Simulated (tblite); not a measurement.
Record of a relaxation.

C6H11BNOP.
Bonds: N1–C2 (triple), C2–B3, B3–P4, P4–C5, C5–C6, C6–C7, C7–O8 (double), C7–C9, C9–C10, P4–C10. Hydrogens: H11, H12 on B3; H13 on P4; H14, H15 on C5; H16, H17 on C6; H18, H19 on C9; H20, H21 on C10.
Bond orders are those of one Lewis drawing.

Computed with GFN2-xTB (tblite), gas phase: L-BFGS steps from a force-field or distance-geometry start until the largest atomic force falls under 0.01 eV/Å. 6 of its 121 geometries are shown.

Step 0: E = -792.5953 eV, largest atomic force 2.721 eV/Å
```
atom  x, y, z in Å  |  force x, y, z in eV/Å
N1      4.212    1.607   -0.665   -1.902  -1.487   1.254
C2      3.419    0.941   -0.116    1.742   1.319  -1.427
B3      2.422    0.027    0.646    0.355   0.106  -0.192
P4      0.750    0.056   -0.261    2.234   0.727   1.275
C5     -0.130   -1.517   -0.196    0.027  -0.480  -0.098
C6     -1.612   -1.386   -0.466   -0.492  -1.268  -0.197
C7     -2.222   -0.144    0.074   -2.311   0.710   1.027
O8     -3.186   -0.136    0.825    0.727  -0.646  -0.515
C9     -1.624    1.164   -0.303    0.745   0.309  -1.036
C10    -0.368    1.253    0.559   -0.173  -0.819  -0.226
H11     2.770   -1.098    0.673    0.281  -0.297   0.060
H12     2.241    0.518    1.695   -0.190   0.010   0.601
H13     0.955    0.527   -1.544   -0.733  -0.168  -0.359
H14     0.308   -2.229   -0.919    0.076   0.219   0.353
H15    -0.036   -1.948    0.818    0.511   0.353  -0.250
H16    -1.738   -1.493   -1.557   -0.470   0.295   0.387
H17    -2.088   -2.246    0.058   -0.142   0.412  -0.603
H18    -1.246    1.051   -1.335   -0.631   0.656  -0.051
H19    -2.288    2.022   -0.153   -0.043  -0.377  -0.131
H20     0.067    2.251    0.630   -0.036  -0.175   0.124
H21    -0.614    0.800    1.537    0.426   0.600   0.004
```

Step 24: E = -793.3678 eV, largest atomic force 0.168 eV/Å
```
atom  x, y, z in Å  |  force x, y, z in eV/Å
N1      4.105    1.640   -0.717   -0.028   0.034   0.013
C2      3.452    0.945   -0.077    0.006   0.059  -0.014
B3      2.582   -0.035    0.747   -0.049   0.007  -0.049
P4      0.874    0.024   -0.153   -0.055  -0.007   0.045
C5     -0.132   -1.516   -0.108   -0.010  -0.007  -0.030
C6     -1.605   -1.378   -0.512    0.027   0.028   0.025
C7     -2.330   -0.180    0.066    0.029  -0.016   0.071
O8     -3.339   -0.291    0.710    0.033   0.058   0.005
C9     -1.696    1.157   -0.262    0.007  -0.032   0.051
C10    -0.336    1.275    0.442   -0.033  -0.003  -0.078
H11     3.005   -1.143    0.665   -0.053  -0.067   0.000
H12     2.366    0.340    1.855    0.033  -0.001   0.061
H13     0.864    0.297   -1.520   -0.065   0.006  -0.037
H14     0.344   -2.228   -0.790    0.089  -0.051   0.090
H15    -0.046   -1.931    0.903   -0.030   0.101  -0.026
H16    -1.671   -1.278   -1.600   -0.028  -0.088   0.028
H17    -2.135   -2.280   -0.193   -0.022   0.047  -0.160
H18    -1.588    1.232   -1.348    0.118   0.020   0.085
H19    -2.356    1.962    0.071    0.007  -0.053   0.042
H20     0.081    2.276    0.294    0.049  -0.032  -0.028
H21    -0.449    1.129    1.524   -0.025  -0.005  -0.093
```

Step 48: E = -793.4333 eV, largest atomic force 0.102 eV/Å
```
atom  x, y, z in Å  |  force x, y, z in eV/Å
N1      3.946    1.803   -0.656    0.049   0.050  -0.027
C2      3.386    0.994   -0.066   -0.087  -0.009   0.053
B3      2.577   -0.092    0.690    0.043   0.015   0.026
P4      0.865   -0.022   -0.177    0.012  -0.040   0.013
C5     -0.171   -1.523    0.003   -0.024   0.001  -0.012
C6     -1.565   -1.358   -0.609   -0.008   0.000   0.023
C7     -2.295   -0.206    0.055    0.057   0.001  -0.005
O8     -3.257   -0.364    0.757   -0.009  -0.005  -0.013
C9     -1.690    1.157   -0.216   -0.005   0.005  -0.013
C10    -0.290    1.284    0.395    0.001  -0.021  -0.031
H11     3.024   -1.186    0.541   -0.024   0.019  -0.045
H12     2.355    0.200    1.825    0.038  -0.003   0.013
H13     0.795    0.168   -1.560   -0.013  -0.011   0.016
H14     0.357   -2.361   -0.460   -0.011  -0.023  -0.033
H15    -0.239   -1.739    1.073   -0.038   0.002   0.025
H16    -1.476   -1.168   -1.682   -0.014   0.029   0.030
H17    -2.149   -2.269   -0.464    0.014  -0.023   0.011
H18    -1.635    1.308   -1.297   -0.001   0.004  -0.010
H19    -2.344    1.918    0.213   -0.011   0.019  -0.012
H20     0.140    2.259    0.149    0.017   0.001   0.022
H21    -0.345    1.213    1.487    0.015  -0.012  -0.032
```

Step 72: E = -793.4533 eV, largest atomic force 0.063 eV/Å
```
atom  x, y, z in Å  |  force x, y, z in eV/Å
N1      3.786    2.059   -0.502   -0.055  -0.006  -0.013
C2      3.284    1.143   -0.025   -0.010   0.009   0.019
B3      2.628   -0.100    0.631   -0.025  -0.022   0.016
P4      0.866   -0.108   -0.142    0.016   0.045  -0.030
C5     -0.235   -1.570    0.065    0.032   0.053  -0.012
C6     -1.598   -1.357   -0.603   -0.016   0.019   0.024
C7     -2.289   -0.172    0.040    0.008   0.032  -0.044
O8     -3.245   -0.286    0.760    0.007   0.006  -0.024
C9     -1.641    1.164   -0.265   -0.006   0.019  -0.001
C10    -0.254    1.248    0.385   -0.019  -0.026   0.006
H11     3.166   -1.113    0.317    0.001  -0.027  -0.031
H12     2.484    0.037    1.805   -0.026  -0.011   0.033
H13     0.790    0.043   -1.527    0.002  -0.006  -0.014
H14     0.265   -2.449   -0.348    0.010  -0.006  -0.026
H15    -0.365   -1.741    1.137    0.019  -0.002   0.025
H16    -1.470   -1.172   -1.673    0.013  -0.009   0.035
H17    -2.221   -2.243   -0.469    0.011  -0.033   0.007
H18    -1.552    1.291   -1.346   -0.002  -0.036   0.011
H19    -2.281    1.956    0.128    0.017   0.032   0.012
H20     0.223    2.207    0.156   -0.006  -0.045  -0.003
H21    -0.350    1.179    1.474    0.030   0.015   0.011
```

Step 96: E = -793.4725 eV, largest atomic force 0.023 eV/Å
```
atom  x, y, z in Å  |  force x, y, z in eV/Å
N1      3.431    2.258   -0.344    0.004   0.003   0.011
C2      3.129    1.230    0.070    0.005   0.017  -0.012
B3      2.654   -0.151    0.597   -0.021  -0.009   0.000
P4      0.886   -0.157   -0.149   -0.001  -0.006   0.001
C5     -0.242   -1.587    0.096   -0.007   0.008  -0.005
C6     -1.614   -1.360   -0.548   -0.004   0.000   0.004
C7     -2.283   -0.122    0.017   -0.006   0.001   0.001
O8     -3.287   -0.171    0.676    0.003  -0.008  -0.003
C9     -1.572    1.178   -0.300    0.004   0.004   0.002
C10    -0.196    1.226    0.372    0.014  -0.002  -0.002
H11     3.258   -1.061    0.126   -0.001   0.002   0.012
H12     2.535   -0.178    1.782   -0.003  -0.005  -0.006
H13     0.799   -0.017   -1.536    0.003   0.000  -0.001
H14     0.229   -2.483   -0.318   -0.009   0.002   0.003
H15    -0.350   -1.741    1.175    0.010   0.003  -0.007
H16    -1.497   -1.239   -1.628   -0.004   0.002   0.009
H17    -2.259   -2.221   -0.360    0.006  -0.009   0.001
H18    -1.456    1.265   -1.383    0.001  -0.001  -0.004
H19    -2.186    2.009    0.053   -0.004   0.003   0.007
H20     0.313    2.167    0.140    0.004   0.000  -0.011
H21    -0.301    1.171    1.460    0.002  -0.005  -0.001
```

Step 120: E = -793.4738 eV, largest atomic force 0.009 eV/Å
```
atom  x, y, z in Å  |  force x, y, z in eV/Å
N1      3.431    2.282   -0.285    0.000   0.008   0.000
C2      3.122    1.244    0.098    0.007  -0.004   0.003
B3      2.646   -0.148    0.593   -0.003   0.001   0.001
P4      0.891   -0.166   -0.179   -0.003   0.000   0.000
C5     -0.241   -1.589    0.088    0.005  -0.004   0.001
C6     -1.621   -1.363   -0.537    0.006  -0.003  -0.001
C7     -2.284   -0.121    0.024   -0.001   0.002  -0.001
O8     -3.294   -0.164    0.674    0.003   0.005   0.007
C9     -1.569    1.177   -0.295    0.001   0.003   0.000
C10    -0.179    1.222    0.348    0.000   0.002   0.001
H11     3.275   -1.046    0.135   -0.002  -0.005  -0.001
H12     2.495   -0.187    1.775   -0.001  -0.005   0.000
H13     0.796   -0.034   -1.565    0.000   0.000   0.000
H14     0.220   -2.490   -0.325   -0.002  -0.002  -0.002
H15    -0.331   -1.734    1.170   -0.001  -0.001  -0.004
H16    -1.522   -1.251   -1.619    0.003   0.003   0.000
H17    -2.264   -2.223   -0.334    0.001  -0.001   0.004
H18    -1.474    1.269   -1.380   -0.002  -0.002   0.001
H19    -2.173    2.009    0.073   -0.002  -0.002  -0.001
H20     0.329    2.159    0.102   -0.004   0.000  -0.004
H21    -0.261    1.172    1.439   -0.005   0.003  -0.002
```

Problem. Summarise the path.

Solution. The energy falls by 84.76 kJ/mol from step 0 to step 120; nine tenths of that is first reached at step 29. It falls at every step. The largest force goes from 2.721 to 0.009 eV/Å. Among the bonds P4–C5 changes most, from 1.804 to 1.837 Å; the atoms move by 0.491 Å rms after alignment.

What follows is the cost of the whole relaxation. Time: 1.7 s of wall time. Hardware: an Arm Neoverse N1 with one thread, shared host.
